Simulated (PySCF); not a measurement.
Isomers of C6H12S. Computed with PBE0-D3(BJ)/def2-SVP geometry optimisation, gas phase (PySCF 2.14.0). One conformer each; no zero-point energy, no entropy. No frequencies were run at this level. Point groups hold within 0.08 Å.

Question: Order them by energy at this level, lowest first, and give relative energies in kJ/mol.
A. `[CH3:1][CH:2]([CH3:3])[S:4][CH:5]1[CH2:6][CH2:7]1` with C1–C2–S4–C5 65°, C2–S4–C5–C6 70°
B. `[SH:1][CH:2]1[CH2:3][CH2:4][CH2:5][CH2:6][CH2:7]1` with H–S1–C2–C3 177°, S1–C2–C3–C4 179°, C2–C3–C4–C5 -55°, C3–C4–C5–C6 55°, C4–C5–C6–C7 -55°

Answer: B (0.0), A (122.0).

As drawn, the lower has an S–H bond, which the higher lacks; the higher has a three-membered ring, which the lower lacks.

```json
{"SMILES": "SC1CCCCC1", "E (Eh)": "-633.36926", "E rel (kJ/mol)": "0.0", "dipole (D)": "1.74", "point group": "–", "A, B, C (MHz)": "4253, 1410, 1134"}
{"SMILES": "CC(C)SC1CC1", "E (Eh)": "-633.32281", "E rel (kJ/mol)": "122.0", "dipole (D)": "1.56", "point group": "C1", "A, B, C (MHz)": "4266, 1273, 1160"}
```

How do the relative energies change in single points at PBE0/pcSseg-1 (no added dispersion term) on the same geometries?

| SMILES | PBE0-D3(BJ)/def2-SVP (kJ/mol) | PBE0/pcSseg-1 (kJ/mol) | shift |
| --- | --- | --- | --- |
| SC1CCCCC1 | 0.0 | 0.0 | 0.0 |
| CC(C)SC1CC1 | 122.0 | 111.9 | -10.1 |

Each column counts from its own lowest isomer. The order is unchanged; the largest shift is 10.1 kJ/mol.
